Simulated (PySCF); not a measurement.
# NMR data sheet: C6H6ClF3O2

```
Formula                               : C6H6ClF3O2
SMILES                                : CO[C@@H]1C[C@]1(C(=O)Cl)C(F)(F)F
InChI                                 : InChI=1S/C6H6ClF3O2/c1-12-3-2-5(3,4(7)11)6(8,9)10/h3H,2H2,1H3/t3-,5+/m1/s1
Point group of the computed structure : C1
Degrees of unsaturation               : 2
Carbon signals                        : 6
Proton signals                        : 4
```

Atom-mapped SMILES (the numbers label the heavy atoms): `[CH3:1][O:2][C@@H:3]1[CH2:4][C@:5]1([C:6](=[O:7])[Cl:8])[C:9]([F:10])([F:11])[F:12]`. Each H is labelled by its parent atom. Ha(C4) is cis to O2 on the ring; Hb(C4) is trans to O2 on the ring.

Computed data (PySCF 2.14.0 with density-fitted response routines): structure optimised with GFN2-xTB, PBE0/pcSseg-1 with gauge-including orbitals. Non-relativistic Hamiltonian, gas phase, one computed conformer, one averaged value for each set of equivalent atoms.

Shifts are taken against calculated references (same method and geometry level): TMS for 1H (31.72 ppm) and 13C (186.93 ppm); CFCl3 for 19F (170.95 ppm); 17O (336.08 ppm) vs H2O.

| carbon | δC, type | δH (multiplicity) | HMBC from (2–3 bonds) | span of the C tensor (ppm) |
| --- | --- | --- | --- | --- |
| C1 | 62.0, CH3 | 3.72 (s) | H(C3) | 90 |
| C3 | 74.0, CH | 3.83 (m) | H(C1), Hb(C4), Ha(C4) | 106 |
| C4 | 25.0, CH2 | Ha(C4) 2.15 (m); Hb(C4) 2.18 (m) | H(C3) | 45 |
| C5 | 43.8, C | – | H(C3), Hb(C4), Ha(C4) | 120 |
| C6 | 176.5, C | – | H(C3), Hb(C4), Ha(C4) | 189 |
| C9 | 132.7, C | – | H(C3), Hb(C4), Ha(C4) | 7 |

Other nuclei:
```json
{"atoms": "F10/F11/F12", "nucleus": "19F", "environment": "fluorine of a CF3 group", "δ (ppm)": "-76.6", "σ (ppm)": "247.5"}
{"atoms": "O7", "nucleus": "17O", "environment": "carbonyl oxygen", "δ (ppm)": "579.4", "σ (ppm)": "-243.3"}
{"atoms": "O2", "nucleus": "17O", "environment": "ether oxygen", "δ (ppm)": "40.2", "σ (ppm)": "295.9"}
```

1. Carbon types of the structure: 3 × C, 1 × CH, 1 × CH2, 1 × CH3, which accounts for all hydrogens.
2. δC 176.5: carbonyl carbon.
3. δC 132.7: CF3 carbon; 3 electronegative neighbours deshield it.
4. δC 74.0, 43.8, 25.0: three-membered-ring carbon.
5. δC 62.0: methyl carbon bonded to O; deshielded by the electronegative neighbour.
6. δH 3.72: hydrogen on a methyl carbon bonded to O; its carbon carries O, hence the downfield position.

Carbons that carry Cl, above all several Cl atoms, come out too deshielded, partly because spin–orbit coupling is missing. Splittings by 19F in the carbon and heteronuclear signals aren't shown, as no couplings were computed. Shifts are as computed. Against solution values, carbons near 30 ppm lie about +3 ppm off and those near 130 ppm about +5 ppm; carbons on Cl a further +6 ppm. Of 1211 compounds with measured shifts, 218 miss one by over three times the rms of a fit or turn the order of signals round; such compounds aren't used in these exercises. Unscaled 19F shifts against computed CFCl3 carry errors that often reach 10 to 50 ppm. Unscaled 17O shifts of doubly bonded oxygen tend to come out too high, by tens of ppm or more. Experimental scales use liquid or dissolved standards, which lie at an offset from isolated H2O (liquid H2O: subtract about 36 ppm). Multiplicities follow the n + 1 count of equivalent neighbours, as no J values were calculated; m marks all less simple cases, F and P coupling included.
